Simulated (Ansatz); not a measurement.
CH6GeOSn can be A, `O=[CH][SnH2][GeH3]`, or B, `[SnH3][CH]1[O][GeH2]1`.

Program: Ansatz. Geometries: PBE0-D4/def2-TZVP. ΔE: electronic, gas phase. CBS: MP2 limit from def2 TZ/QZ plus the TZ coupled-cluster correction, frozen cores. Functionals use def2-TZVPP. B3LYP here is the variant with VWN-RPA as its local correlation; programs differ in this. Elements past krypton have def2 core potentials. For Ge, Sn outer-core shells are correlated without core-valence functions, which leaves a few kJ/mol of doubt a bond. Scalar relativity is left out up to krypton. Each species was taken in one conformer, which may not be the lowest.

A:

```xyz
10

O     1.1763   -1.9759    1.8706
C     1.4430   -1.3505    0.8860
Sn    0.5861    0.6511    0.4892
Ge   -1.5098    0.4159   -1.0324
H     2.1349   -1.7803    0.1223
H     1.7793    1.5958   -0.2959
H     0.1926    1.3515    1.9933
H    -2.5754   -0.4399   -0.3310
H    -2.1061    1.7971   -1.3473
H    -1.1209   -0.2648   -2.3548
```

B:

```xyz
10

Sn    0.2794   -1.0299    1.3420
C     0.5513    0.5507   -0.0865
O    -0.4051    1.6197   -0.0269
Ge   -0.5624    0.7308   -1.6187
H     0.5141   -0.4407    2.9274
H     1.3973   -2.2833    1.0220
H    -1.3153   -1.6191    1.1787
H     1.5822    0.8937   -0.2094
H    -1.8790   -0.0321   -1.7286
H    -0.1625    1.6101   -2.7999
```

Question: Which isomer does CCSD(T)/CBS put lower? Give the gap. (Estimate.)

Answer: The calculation gave: A, by 88.9 kJ/mol.

Question: Give E(B) − E(A) in kJ/mol with HF/def2-TZVPP, PBE-D4, MP2/def2-TZVPP, PBE0-D4, CCSD(T)/def2-TZVPP, B3LYP, B2PLYP. (Best estimate.)

Answer: Ansatz gave: HF/def2-TZVPP 137.2, PBE-D4 98.5, MP2/def2-TZVPP 79.4, PBE0-D4 98.8, CCSD(T)/def2-TZVPP 91.6, B3LYP 115.4, B2PLYP 102.4. None reverses the order clearly.

Largest T1 diagnostic: 0.015.

The D4 term adds −3.6 kJ/mol with B3LYP and −1.6 kJ/mol with PBE0; it sums over pairs of atoms, weighted by their polarisabilities, and B3LYP, whose exchange is more repulsive, gets the larger term. In def2-TZVPP, CCSD(T) changes the Hartree–Fock value by −45.7 kJ/mol (the triples alone add −6.2 kJ/mol) and MP2 by −57.8 kJ/mol.
